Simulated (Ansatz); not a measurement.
`[NH2][Sn]([OH])([F])[SH]`. Charge 0, multiplicity 1. Sn takes the def2 core potential. The structure was optimised at the PBE0-D4/def2-TZVP level. It is one conformer, not always the lowest.

```xyz
9

N     0.966    1.364   -0.756
Sn   -0.084   -0.130    0.030
O    -0.578   -1.213   -1.504
F    -1.758    0.378    0.839
S     1.036   -1.227    1.809
H     0.536    1.769   -1.578
H     1.191    2.102   -0.102
H    -1.232   -1.886   -1.301
H    -0.077   -1.155    2.562
```

**Question.** What is the dipole moment at r2SCAN/def2-TZVPP? (An estimate is asked.)

**Answer.** The calculation gave: 0.63 D, with components (0.21, 0.54, 0.26) D in this frame, pointing from negative to positive charge.

**Question.** And with PBE, B3LYP, ωB97M-V? (An estimate is asked.)

**Answer.** Computed: PBE 0.62 D, B3LYP 0.66 D, ωB97M-V 0.67 D.

**Question.** Give the Mulliken charges with r2SCAN, PBE, ωB97M-V in def2-TZVPP. (Best estimate.)

**Answer.** Computed: 
| atom | r2SCAN | PBE | ωB97M-V |
| --- | --- | --- | --- |
| N1 | -0.55 | -0.51 | -0.48 |
| Sn2 | 1.27 | 1.15 | 1.22 |
| O3 | -0.55 | -0.49 | -0.52 |
| F4 | -0.48 | -0.44 | -0.48 |
| S5 | -0.35 | -0.35 | -0.32 |
| H6 | 0.17 | 0.16 | 0.13 |
| H7 | 0.16 | 0.16 | 0.12 |
| H8 | 0.20 | 0.19 | 0.18 |
| H9 | 0.14 | 0.14 | 0.15 |

B3LYP here is the variant with VWN-RPA as its local correlation; programs differ in this.
